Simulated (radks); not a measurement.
The numbers below are computed, except where a source is named.
Question: The mean radii <r> (bohr) of the occupied orbitals of an atom or ion are listed with their occupations. Level of theory: Dirac Kohn-Sham, PBE, spin-unpolarised, spherical densities, finite nucleus; Fermi nuclear charge, rms radius of each element as measured or else 0.836 A^(1/3) + 0.57 fm (a radial shooting solver on a logarithmic mesh with Libxc functionals).

| orbital | occ. | <r> |
|---|---|---|
| 1s1/2 | 2 | 0.1763 |
| 2s1/2 | 2 | 1.003 |
| 2p1/2 | 2 | 1.103 |
| 2p3/2 | 3 | 1.106 |

Name the element and its charge. Open shells, if any, fill j = l - 1/2 first.

Answer: Z = 9, fluorine, charge 0: F in [He] 2s2 2p5. The 1s radius gives Z: for a bare nucleus <r> = (2 gamma + 1)/(2Z) with gamma = sqrt(1 - (Z/c)^2), 0.1664 bohr for Z = 9, and screening makes it slightly larger (0.1763 here). The occupations add up to 9, and the charge is Z minus that.
